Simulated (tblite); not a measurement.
Write Cartesian coordinates for InChI=1S/C6H7NOSi/c1-7-9-6-4-2-3-5-8/h5,7H,9H2,1H3 as optimised with GFN2-xTB.

```xyz
16
C6H7NOSi angstrom
C     -3.5716    0.4902   -1.1422
N     -2.1985    0.3734   -0.7174
Si    -1.7108   -0.3826    0.7440
C      0.1368   -0.3414    0.6223
C      1.3499   -0.3112    0.5754
C      2.6987   -0.2595    0.5006
C      3.9114   -0.2161    0.4276
C      5.3251   -0.1697    0.3298
O      5.9907    0.8201    0.1597
H     -4.0636    1.3818   -0.7365
H     -3.6252    0.5348   -2.2319
H     -4.1234   -0.3846   -0.8049
H     -1.6276    1.1201   -1.0852
H     -2.2152   -1.7574    0.7179
H     -2.0720    0.2859    2.0067
H      5.7878   -1.1750    0.4251
```

Any rigid rotation of these coordinates is as good. Atoms count from 1 in this order. N2 (silicon-bound nitrogen) has angles 123.9°, 118.4° and 111.8°, sum 354.0°, 0.19 Å off the plane of its three neighbours. Si3 (SiH2 silicon) is distorted tetrahedral (angles from 102.6° to 117.4°). The C–C distances run from 1.214 Å (C4≡C5, drawn triple) to 1.418 Å (C7–C8, drawn single), a spread of 0.204 Å.

Bonds between heavy atoms (Å): C1–N2 1.442, N2–Si3 1.716, Si3–C4 1.852, C4≡C5 1.214, C5–C6 1.352, C6≡C7 1.216, C7–C8 1.418, C8=O9 1.205.

The geometry is computed with GFN2-xTB (gas phase).

Point group: C1 (no symmetry element, even within 0.4 Å). Its lowest GFN2-xTB frequency is 2 cm⁻¹, too small to tell a flat minimum from a shallow saddle. One conformer, not necessarily the lowest (C1–N2–Si3–C4 175°). 3 starts were optimised and ended at 0.00, 0.12 and 0.23 kcal/mol (GFN2-xTB); the lowest of these is shown.

Hardware: Arm Neoverse V1, one thread, no GPU, on a shared host. Cost: 1.1 s of wall time. These figures are those of the optimisation.
